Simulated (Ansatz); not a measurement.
System: dichloro(diethyl)silane, C₄H₁₀Cl₂Si, net charge 0, singlet state. 
Coordinates optimised at B3LYP-D3(BJ)/def2-TZVP (Ansatz, a quantum-chemistry and plane-wave program):
```xyz
17

C     -1.9974    -1.6848     0.8674
C     -1.3067    -1.1572    -0.3964
Si    -0.0035     0.1301    -0.0575
Cl    -0.9120     1.8010     0.7642
Cl     0.8460     0.6858    -1.8636
C      1.3487    -0.4266     1.0967
C      2.0868    -1.6848     0.6223
H     -1.2850    -2.1579     1.5463
H     -2.7554    -2.4291     0.6180
H     -2.4899    -0.8795     1.4145
H     -0.8242    -1.9735    -0.9428
H     -2.0369    -0.7215    -1.0831
H      2.0453     0.4062     1.2225
H      0.8923    -0.5927     2.0774
H      2.5537    -1.5262    -0.3508
H      1.4095    -2.5361     0.5291
H      2.8720    -1.9670     1.3256
```

Total electronic energies in hartree. Correlated levels leave the core frozen unless marked. Spin-orbit coupling is left out. No relativistic terms. CBS(X,Y): correlation extrapolated as X^-3; Hartree-Fock from the larger set. The bracket is a focal-point correction in the basis named.

```json
[
 {"level": "HF/cc-pV(T+d)Z", "program": "Ansatz", "energy (Eh)": "-1365.48007"},
 {"level": "HF/cc-pwCVTZ", "program": "Ansatz", "energy (Eh)": "-1365.48211"},
 {"level": "HF/aug-cc-pV(Q+d)Z", "program": "Ansatz", "energy (Eh)": "-1365.50074"},
 {"level": "r2SCAN-D4/def2-TZVPD", "program": "Ansatz + dftd4", "energy (Eh)": "-1368.39257"},
 {"level": "PBE0/def2-TZVPD", "program": "Ansatz", "energy (Eh)": "-1367.95232"},
 {"level": "r2SCANh-D4/def2-TZVPD", "program": "Ansatz + dftd4", "energy (Eh)": "-1368.38460"},
 {"level": "LC-wPBE-D4/def2-TZVPD", "program": "Ansatz + dftd4", "energy (Eh)": "-1368.15907"},
 {"level": "wB97M-V/def2-TZVPD", "program": "Ansatz", "energy (Eh)": "-1368.41645"},
 {"level": "RPA@PBE/cc-pV(T+d)Z", "program": "Ansatz", "energy (Eh)": "(withheld)"},
 {"level": "MP2/STO-3G", "program": "Ansatz", "energy (Eh)": "-1350.63537"},
 {"level": "MP2/cc-pV(D+d)Z", "program": "Ansatz", "energy (Eh)": "-1366.33643"},
 {"level": "MP2/cc-pVTZ", "program": "Ansatz", "energy (Eh)": "-1366.67760"},
 {"level": "RI-MP2/aug-cc-pV(T+d)Z", "program": "Ansatz", "energy (Eh)": "-1366.71088"},
 {"level": "RI-MP2/CBS(aug-cc-pV(T+d)Z,aug-cc-pV(Q+d)Z)", "program": "Ansatz", "energy (Eh)": "-1366.8661"},
 {"level": "SCS-MP2/aug-cc-pV(D+d)Z", "program": "Ansatz", "energy (Eh)": "-1366.39475"},
 {"level": "SCS-MP2/cc-pVTZ", "program": "Ansatz", "energy (Eh)": "-1366.67560"},
 {"level": "CCSD/aug-cc-pV(D+d)Z", "program": "Ansatz", "energy (Eh)": "-1366.49487"},
 {"level": "CCSD/cc-pV(D+d)Z", "program": "Ansatz", "energy (Eh)": "-1366.42561"},
 {"level": "CCSD/cc-pVTZ", "program": "Ansatz", "energy (Eh)": "-1366.75910"},
 {"level": "CCSD(T)/cc-pV(D+d)Z", "program": "Ansatz", "energy (Eh)": "-1366.45500"},
 {"level": "CCSD(T)/aug-cc-pV(T+d)Z", "program": "Ansatz", "energy (Eh)": "-1366.84823"},
 {"level": "RI-MP2/CBS(aug-cc-pV(T+d)Z,aug-cc-pV(Q+d)Z)+[CCSD(T)-MP2]/aug-cc-pV(T+d)Z", "program": "Ansatz", "energy (Eh)": "-1367.0030"},
 {"level": "RI-MP2/CBS(cc-pV(T+d)Z,cc-pV(Q+d)Z)+[CCSD(T)-MP2]/cc-pV(T+d)Z", "program": "Ansatz", "energy (Eh)": "-1367.0004"}
]
```

### Question
Some entries are withheld; supply them.

### Answer

- RPA@PBE/cc-pV(T+d)Z, energy (Eh): -1367.43365
